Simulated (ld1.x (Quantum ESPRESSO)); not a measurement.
phosphorus, TM: configuration errors across variants

P (Z = 15), norm-conserving Troullier–Martins (Kleinman–Bylander form), made with ld1.x (Quantum ESPRESSO) 7.5 (Wu–Cohen, scalar-relativistic). Core [Ne], reference 3s2 3p3. Waves: 3s (bound): rc 1.30 bohr; 3p (bound): rc 1.55 bohr. Local part: all-electron potential smoothed inside 1.45 bohr (lloc = -1). Core correction: Bessel-smoothed model core, default radius (core density twice the valence density).

All-electron excitation energies from the reference (eV): (1) 3s2 3p2 9.706; (2) 3s2 3p1 28.846; (3) 3s2 3p0 58.603; (4) 3s1 3p3 18.815; (5) 3s1 3p4 8.521; (6) 3s1 3p0 110.594; (7) 3s0 3p5 17.175.

The default core radius of the base comes out at 0.99 bohr.

3 further variants failed, have other tests or another functional or relativity, and are left out.

A true bound ghost makes a file unfit for plane-wave use even where its test errors are small: the radial tests pick states by their node count and pass the ghost by.

Errors AE − PS in meV (a dash: test not solved or not reliable):

| change | (1) | (2) | (3) | (4) | (5) | (6) | (7) | bound ghosts |
| --- | --- | --- | --- | --- | --- | --- | --- | --- |
| base | +4.1 | +29 | +98 | +6.3 | -1.1 | +202 | -5.0 | none |
| local potential the p channel | +2.5 | +19 | +65 | +2.9 | -1.6 | +137 | -6.3 | none |
| core correction Bessel-smoothed model core inside 1.42 bohr | +4.0 | +28 | +92 | +5.6 | -1.2 | +164 | -5.5 | none |
| all radii but the core radius scaled by about 0.74 (s 0.96, p 1.16 bohr); local potential all-electron potential smoothed inside 1.08 bohr (lloc = -1) | +8.4 | +61 | +225 | +18 | -1.6 | +621 | -21 | none |
| wave 3s (bound): rc 1.30 bohr becomes 3s (bound): rc 1.14 bohr | +4.4 | +32 | +112 | +5.2 | -2.9 | +227 | -14 | none |

(1) Give the same row for: local potential all-electron potential smoothed inside 0.98 bohr (lloc = -1).

## Answers

(1) +12, +95, +402, +22, +1.3, +1191, -3.9; bound ghosts: s.
